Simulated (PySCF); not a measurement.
Here is a job for PySCF.
```python
from pyscf import gto, scf, dft

mol = gto.Mole()
mol.atom = '''
    F     2.241806   -0.015048   -0.672254
    C     1.482565    0.212104    0.400842
    F     1.636662    1.474212    0.803833
    C     0.180451   -0.406710    0.491762
    F    -0.019770   -1.379044    1.381178
    C    -1.033028   -0.073828   -0.351571
    F    -2.075112    0.305645    0.398348
    F    -0.759590    0.916729   -1.196514
    F    -1.443988   -1.123538   -1.075279
'''
mol.basis = '6-31g*'
mol.charge = 0
mol.spin = 2
mol.verbose = 4
mol.build()

mf = dft.UKS(mol)
mf.xc = 'r2scan'
mf.kernel()
mf.analyze()
```

Question: What does this run give for the nuclear repulsion energy, total energy, dipole moment?

Answer: 
The nuclear repulsion energy comes out as 504.4763 Eh, the total energy comes out as -712.9252 Eh and the dipole moment is 0.52 D.

These values belong to the state on which the SCF converged, which isn't shown to be the lowest.

Question: Roughly what does it cost on one core?

Answer: around 50 core-seconds (rough).
